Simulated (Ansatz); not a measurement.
Reaction (formal exchange of groups at a Ge–C bond): `[CH3][Ge]([Cl])([Cl])[Cl]` + `C/C([SiH3])=C\F` → `[SiH3][Ge]([Cl])([Cl])[Cl]` + `CC(C)=CF`

Gas-phase electronic energies from Ansatz, PBE0-D4/def2-TZVP geometries. CCSD(T)/CBS adds triple-zeta CCSD(T) − MP2 to the extrapolated MP2 energy (def2 sets, frozen cores). Functionals use def2-TZVPP. For Ge outer-core shells are correlated without core-valence functions, which leaves a few kJ/mol of doubt a bond. Scalar relativity is left out up to krypton.

| level | ΔE (kcal/mol) |
| --- | --- |
| PBE-D4 | 1.4 |
| PBE0-D4 | 2.2 |
| ωB97X-V | 4.0 |
| SCS-MP2/def2-TZVPP | 5.9 |
| CCSD(T)/def2-TZVPP | 5.0 |
| MP2/def2-QZVPP | 6.1 |
| SCS-MP2/def2-QZVPP | 5.7 |
| MP2/CBS(def2) | 5.9 |

**Question.** What does CCSD(T)/CBS give? (An estimate is asked.)

**Answer.** Ansatz gave: +4.4 kcal/mol. The listed levels differ from it by -3.0, -2.2, -0.4, 1.5, 0.6, 1.7, 1.3, 1.5 kcal/mol.

Largest T1 diagnostic among the species: 0.012.

From PBE to PBE0 (25 % exact exchange), in def2-TZVPP and without D4, ΔE moves by +0.9 kcal/mol.
